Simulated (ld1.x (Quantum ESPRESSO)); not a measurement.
## tellurium (Te): one change to a TM semilocal potential, before and after

| Item | Value |
| --- | --- |
| Element | tellurium |
| Generator | ld1.x (Quantum ESPRESSO) 7.5 |
| Type | norm-conserving Troullier–Martins (semilocal form) |
| Functional | PBEsol |
| Relativity | scalar-relativistic |
| Frozen core | [Kr] |
| Valence charge | 16 |
| Reference configuration | 4d10 5s2 5p4 |
| Partial waves | 5s (bound): rc 1.75 bohr; 4d (bound): rc 1.40 bohr; 5p (bound): rc 2.00 bohr |
| Local potential | the p channel |
| Core correction | none |

Change: wave 5s (bound): rc 1.75 bohr becomes 5s (bound): rc 1.42 bohr.

Cutoffs: the cutoffs (Ry, on a coarse ladder) from which the occupation-weighted sum of valence levels, in a spherical-Bessel basis at the reference potential, stays within 10 and 1 mRy of its value at 400 Ry; they do not see the model core or the augmentation charge, which bear on the density cutoff. Errors are all-electron minus pseudo energies relative to the spin-unpolarised reference configuration.

Question: Predict the effect on cutoff, ghosts and configuration errors.

Answer: The potential gets neither clearly harder nor softer (100 Ry and 160 Ry → 100 Ry and 180 Ry); the d channel sets the loose cutoff, while the largest relative change is in s, which becomes harder; of the 7 tests that both files solve, the error grows in 3 and shrinks in 1 by more than 15 % and 0.3 meV (median size 0.9 → 2.0 meV); the range in which the s phases agree narrows (upper end 3.4 → 1.1); neither file shows a bound ghost. A semilocal file is local in each channel, so a ghost entry of none says nothing of the separable form that plane-wave codes build from it.

```tsv
quantity	base	changed
cutoff, loose	100 Ry	100 Ry
cutoff, tight	160 Ry	180 Ry
loose cutoff by channel (10 mRy a level)	s 21 Ry, d 90 Ry, p 12 Ry	s 40 Ry, d 90 Ry, p 12 Ry
bound ghosts	none	none
error for 4d10 5s2 5p3, meV [ΔE 9.75 eV]	-0.9	-0.7
error for 4d10 5s2 5p2, meV [ΔE 27.72 eV]	+0.1	+2.0
error for 4d10 5s2 5p1, meV [ΔE 54.68 eV]	+3.3	+11
error for 4d10 5s2 5p4.3, meV [ΔE -1.47 eV]	+0.4	+0.4
error for 4d10 5s2 5p3.5, meV [ΔE 3.91 eV]	-0.7	-0.6
error for 4d9 5s2 5p5, meV [ΔE 38.18 eV]	-268	-154
error for 4d10 5s2 5p0, meV [ΔE 91.20 eV]	+7.2	+32
s: phases at 2.21 bohr within 0.05 rad from the reference energy up to (Ry; the scan ends near 5)	3.4	1.1
p: phases at 2.21 bohr within 0.05 rad from the reference energy up to (Ry; the scan ends near 5)	4.3	4.3
d: phases at 2.21 bohr within 0.05 rad from the reference energy up to (Ry; the scan ends near 5)	to the end of the scan	to the end of the scan
```
